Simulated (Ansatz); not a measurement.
C2H4BN can be A, `CC1=NB1`, or B, `C#CBN`.

Program: Ansatz. Geometries: PBE0-D4/def2-TZVP. ΔE: electronic, gas phase. CCSD(T)/CBS is the MP2 limit (def2-TZVPP, def2-QZVPP) plus CCSD(T) − MP2 in def2-TZVPP, frozen cores. Functionals use def2-TZVPP. B3LYP here is the variant with VWN-RPA as its local correlation; programs differ in this. One conformer a species, not always the lowest.

A:

```xyz
8

C     0.6379    0.2982    0.9451
C    -0.2064   -0.0235   -0.2139
N    -1.3385    0.4687   -0.6409
B    -0.7747   -0.5853   -1.4179
H     1.6292    0.6026    0.5999
H     0.1981    1.0923    1.5511
H     0.7833   -0.5973    1.5539
H    -0.9289   -1.2557   -2.3774
```

B:

```xyz
8

C    -2.0388   -0.0693   -0.7757
C    -0.9510    0.1885   -0.3223
B     0.4159    0.5508    0.2547
N     1.3811   -0.4290    0.4399
H    -3.0001   -0.2947   -1.1760
H     0.6705    1.6805    0.5532
H     2.2913   -0.2302    0.8166
H     1.2312   -1.3967    0.2097
```

Question: Which isomer does CCSD(T)/CBS put lower? Give the gap. (Estimate.)

Answer: Computed: B, by 21.8 kcal/mol.

Question: Give E(B) − E(A) in kcal/mol with LDA (SPW92), MP2/def2-TZVPP, BLYP-D4, ωB97M-V, B3LYP, CCSD(T)/def2-SVP, CCSD/def2-TZVPP. (Estimate.)

Answer: Computed: LDA (SPW92) -16.6, MP2/def2-TZVPP -21.7, BLYP-D4 -22.3, ωB97M-V -17.6, B3LYP -20.9, CCSD(T)/def2-SVP -17.4, CCSD/def2-TZVPP -20.9. None reverses the order clearly.

Question: Does the order hold for the free energy at 298.15 K (harmonic terms from PBE0-D4)? (Estimate.)

Answer: The calculation gave: Yes: G(B) − G(A) = -21.4 kcal/mol, for one conformer each.

Largest T1 diagnostic: 0.014.

In def2-TZVPP, CCSD(T) changes the Hartree–Fock value by −2.6 kcal/mol (the triples alone add −0.3 kcal/mol) and MP2 by −3.3 kcal/mol. From BLYP to BHLYP (50 % exact exchange), in def2-TZVPP and without D4, E(B) − E(A) moves by +3.4 kcal/mol.
